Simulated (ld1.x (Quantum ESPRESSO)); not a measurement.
# Transferability test, PAW potential for La

ld1.x (Quantum ESPRESSO) 7.5 input, shortened:

```
&input
   title='La', zed=57., rel=1, dft='PBESOL', iswitch=3,
   config='[Xe] 4f0 5d0 6s0 6p0'
 /
 &inputp
   pseudotype=3, lpaw=.true., tm=.true., lloc=-1, rcloc=1.85,
   nlcc=.true., new_core_ps=.true., rcore=0.95,
   which_augfun='PSQ', rmatch_augfun=1.35
 /
8
5S  1  0   2.00   0.00  1.90  2.20  0.0
6S  2  0   0.00   0.00  1.90  2.20  0.0
5P  2  1   6.00   0.00  2.20  2.25  0.0
6P  3  1   0.00   0.00  2.20  2.25  0.0
5D  3  2   0.00   0.00  3.00  3.35  0.0
5D  3  2   0.00   2.95  3.00  3.35  0.0
4F  4  3   0.00   0.00  1.35  1.50  0.0
4F  4  3   0.00  -1.40  1.35  1.50  0.0
 &test
   configts(1)='4f0 5s2 5p6 5d0 6s0 6p0'
 /
```

Energies are relative to the spin-unpolarised reference configuration 4f0 5s2 5p6 5d0 6s0 6p0; without spin polarisation the order of configurations can differ from experiment.

Its overlap operator is not positive definite in a basis up to 400 Ry (lowest eigenvalue p -0.68), so the file is unfit for use: the generalised eigenproblem breaks down once the basis is large enough, and its test numbers describe a broken file.

```tsv
valence configuration	charge	ΔE all-electron (eV)	error AE − PS (meV)
4f0 5s2 5p6 5d1 6s2 6p0	0	-35.754	+12
4f0 5s2 5p6 5d1 6s1 6p0	+1	-29.755	+8.2
4f0 5s2 5p6 5d1 6s0 6p0	+2	-18.908	+2.9
4f0 5s1 5p6 5d1 6s2 6p0	+1	8.297	+14
4f0 5s2 5p6 5d1.5 6s1.5 6p0	0	-35.400	+17
4f0 5s2 5p6 5d1 6s1 6p1	0	-33.347	+18
4f0 5s2 5p6 5d2 6s0 6p0	+1	-29.699	+19
```

Levels in the configuration 4f0 5s1 5p6 5d1 6s2 6p0:

| level | all-electron (eV) | pseudo (eV) |
| --- | --- | --- |
| 5s | -49.454 | -49.415 |
| 5p | -32.326 | -32.311 |
| 5d | -11.164 | -11.171 |
| 6s | -9.740 | -9.743 |

The ghost test of this file was not conclusive.
